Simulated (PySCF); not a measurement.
**Converging BPb in the basis (CCSD(T))**

PySCF, UHF reference; quartet, unpaired electrons σ ↑, π ↑↑; De to B + Pb without counterpoise correction. Frozen cores follow the default of each basis and core potential.

| basis | relativity | functions | Re (Å) | ωe (cm⁻¹) | De (eV) | frozen orbitals |
| --- | --- | --- | --- | --- | --- | --- |
| cc-pVDZ/cc-pVDZ-PP | scalar-relativistic core potentials | 37 | 2.293 | 486 | 2.06 | 5 |
| def2-SVP | scalar-relativistic core potentials | 40 | 2.280 | 497 | 2.12 | 5 |
| def2-SVPD | scalar-relativistic core potentials | 52 | 2.283 | 492 | 2.15 | 5 |
| aug-cc-pVDZ/aug-cc-pVDZ-PP | scalar-relativistic core potentials | 55 | 2.294 | 482 | 2.12 | 5 |
| cc-pVTZ/cc-pVTZ-PP | scalar-relativistic core potentials | 69 | 2.263 | 510 | 2.31 | 5 |
| def2-TZVPP | scalar-relativistic core potentials | 81 | 2.261 | 506 | 2.29 | 5 |

Task: How does each smaller set differ from the one with most functions, def2-TZVPP?

Result: cc-pVDZ/cc-pVDZ-PP: +3.2 pm, -4.0 % in ωe, -0.23 eV in De; def2-SVP: +1.9 pm, -1.8 % in ωe, -0.17 eV in De; def2-SVPD: +2.2 pm, -2.8 % in ωe, -0.14 eV in De; aug-cc-pVDZ/aug-cc-pVDZ-PP: +3.3 pm, -4.7 % in ωe, -0.17 eV in De; cc-pVTZ/cc-pVTZ-PP: +0.2 pm, +0.8 % in ωe, +0.02 eV in De. All at CCSD(T); the set with most functions is neither the basis-set limit nor always the best.

Correlated steps freeze 5 core orbitals. Correlated levels converge slowly with the basis: in double zeta they bind strong bonds too weakly, by up to about 1 eV, and carry superposition errors of some tenths. These are scalar-relativistic numbers at best; spin–orbit coupling would shift them, the dissociation energy most. The state was picked by a PBE0 search and need not be the measured ground state.
